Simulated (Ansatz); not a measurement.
BiCl2, doublet, at a GFN2-xTB geometry (such geometries of metal compounds can be far from the true shape) (the spin is typed, not shown lowest) (core potentials on Bi); WB97M-V/def2-SVP (Ansatz, a quantum-chemistry and plane-wave program).

Ansatz was given this input:
Ansatz 0.2 input:
```yaml
crystal:
  periodic: [false, false, false]
  atoms:
    - {symbol: Bi, position_ang: [0.31935808, -0.02910973, 0.37116121]}
    - {symbol: Cl, position_ang: [0.59421202, 0.41454246, -2.06120785]}
    - {symbol: Cl, position_ang: [-2.15343088, -0.27241847, 0.24906782]}
basis:
  gaussian:
    orbitals: def2-SVP
hamiltonian:
  xc: {name: wB97M-V}
magnetization: {spin_polarized: true, initial_magnetization: 1}
accuracy: high
```

What the program printed (banner, timings and long lists left out):

```
Functional definition: wB97M-V
1223 factors; integrals over basis functions are off by at most 4.5e-9 eV
292 factors; integrals over basis functions are off by at most 1.5e-9 eV
mean field evaluation 1: about -30875.1485 eV, gradient 1.5e1 eV
mean field evaluation 2: about -30875.6542 eV, gradient 1.4e1 eV
mean field evaluation 4: about -30876.6911 eV, gradient 2.3e-1 eV
mean field evaluation 8: about -30876.7268 eV, gradient 1.7e-2 eV
mean field evaluation 16: about -30876.7268 eV, gradient 5.5e-5 eV
mean field -30876.72677206 eV, -1134.6987798762 hartree, gradient 4.3e-8 eV, S^2 0.752831; 0 other end points of the search recorded, 0 dependent functions left out
reference -30876.72677489 eV, -1134.6987799800 hartree; 29, 28 occupied and 33, 34 virtual orbitals, 1223 factors
Total energy: -30876.72677489 eV, -1134.6987799800 hartree
```
